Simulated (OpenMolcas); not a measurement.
# neutral silicon: effect of the IPEA shift

- Program: OpenMolcas
- Basis: ANO-R1 [4s3p1d]
- Scalar Hamiltonian: X2C, finite nucleus
- Active space: 4 electrons in 4 orbitals (3s 3p)
- State averaging: 2S+1 = 3 even, 3 roots; 2S+1 = 1 even, 6 roots; 2S+1 = 5 odd, 1 root; 2S+1 = 3 odd, 8 roots
- Spin-orbit coupling: state interaction with AMFI integrals over the reference wave functions, term energies averaged over their components

Methods on the same reference wave functions:
A. CASSCF
B. SS-CASPT2, IPEA 0.25 Eh, imaginary shift 0.1 Eh (closed shells correlated: 2s 2p)
C. SS-CASPT2, IPEA 0.5 Eh, imaginary shift 0.1 Eh (closed shells correlated: 2s 2p)

Energies in cm⁻¹ above 3s² 3p² ³P₀, the measured ground level; measured values from NIST Handbook of Basic Atomic Spectroscopic Data.

```tsv
Level	A	B	C	Measured
3s² 3p² ³P₀	0.0	0.0	0.0	0.0
3s² 3p² ³P₁	64.3	64.3	64.3	77.1
3s² 3p² ³P₂	188	188	188	223
3s² 3p² ¹D₂	9278	7620	7260	6299
3s² 3p² ¹S₀	16285	16740	16270	15394
3s 3p³ ⁵S°₂	22512	27410	26780	33326
3s 3p³ ³D°₂	54366	48020	49300	
3s 3p³ ³D°₁	54367	48020	49300	
3s 3p³ ³D°₃	54368	48020	49300	45322
3s 3p³ ³P°₀	63556	59830	60350	
3s 3p³ ³P°₁	63557	59830	60350	
3s 3p³ ³P°₂	63558	59830	60350
```

Deviations, from unrounded energies. A percentage is the sum of absolute deviations over the sum of measured energies, with the sign that they share, or ± where signs differ.

| Against measurement | Levels | A | B | C |
| --- | --- | --- | --- | --- |
| mean absolute deviation (cm-1) | 6 | 4000 | 1900 | 2100 |
| fine structure of the ground term (%) | 2 | -15.9 | -16.0 | -16.0 |
| other terms of the ground configuration (%) | 2 | +17.8 | +12.3 | +8.5 |
| other configurations (%) | 2 | ±25.3 | ±11.0 | ±13.4 |

B lies closest to measurement on these levels and A furthest from it. The largest miss of B in the table is 3s 3p³ ⁵S°₂, by -5900 cm-1. The ranking rests on the paired levels alone, and a cruder setting can come out closer through cancelling errors.

Between B and C the level of the table that moves most is 3s 3p³ ³D°₃, by 1300 cm-1 (lowest in B, highest in C). Moves below CASPT2's spread within the term are not significant.

The mean deviations of B to C differ by less than CASPT2's widest spread within a term (520 cm-1), so their order carries little weight.

From A to B the spin-free energies of the other terms of 3s² 3p² shown, above ³P, scale by factors of 0.82 to 1.03.

The lowest spin-free term lies below A's lowest term by 0.063 hartree in B, 0.057 hartree in C.

CASPT2 does not keep the components of a term degenerate, so their means are used; among the terms shown or strongly mixed into the levels shown the widest spread is 520 cm-1 (3s 3p³ ³D°, C). Over all roots computed the reference weight is 0.90 to 0.99 in B, 0.93 to 0.99 in C; the roots of lowest weight are the least certain, and an intruder state may touch them. Terms of s pⁿ other than that of highest spin mix with s² pⁿ⁻² d, which this space lacks; all of them can be thousands of cm-1 off, and some have no real level of that name. Without dynamic correlation excited terms often stand tens of per cent too high (terms of higher spin than the ground term too low), and those without a measured partner can miss by more than the paired ones (holds for A). Some terms miss by over 15 % even with CASPT2, which points to a basis or an active space too small for the shells correlated (holds for B; C). Computed and measured levels are paired by configuration, term and J; levels that our copy of the source lacks, or whose pairing is in doubt (as where it misses far off the trend of its configuration), stay unpaired and out of the deviations. Only configurations of the active space appear.

° marks odd parity.
